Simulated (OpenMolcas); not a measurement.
An atom or ion with 15 electrons was computed by SS-CASPT2, IPEA 0.25 Eh, imaginary shift 0.1 Eh with spin-orbit coupling (OpenMolcas, ANO-RCC-VQZP, DKH2). The lowest levels that the run gave, each within 12 % of the measured value where one is at hand:

```csv
J,Parity,E (cm⁻¹),g
3/2,odd,0.0,2.002
3/2,odd,21480,0.803
5/2,odd,21580,1.200
1/2,odd,36400,0.666
3/2,odd,36540,1.331
```

**Question.** Which ion is it, and what are the configurations and terms?

**Answer.** Ar3+ (Z = 18, charge +3; active space 3 electrons in 3 orbitals (3p)). J, parity and g give the terms where levels are pure, and mixed ones are named by the computed weights; the size of the splittings, set against known spectra of the 15-electron sequence, gives the charge. In order, with the measured energies in cm⁻¹ (Saloman, J. Phys. Chem. Ref. Data 39, 033101 (2010)): 3s² 3p³ ⁴S°_3/2, 3s² 3p³ ²D°_3/2 (21091), 3s² 3p³ ²D°_5/2 (21220), 3s² 3p³ ²P°_1/2 (34855), 3s² 3p³ ²P°_3/2 (35032).

CASPT2 breaks the degeneracy within a term, and the mean is taken; among the terms shown or strongly mixed into the levels shown the widest spread is 210 cm-1 (3s² 3p³ ²D°). With the s shell closed, the reference lacks s² → p² mixing. Computed and measured levels are paired by configuration, term and J; levels that our copy of the source lacks, or whose pairing is in doubt (as where it misses far off the trend of its configuration), stay unpaired and out of the deviations. Levels of configurations outside the active space are missing.

° marks odd parity.
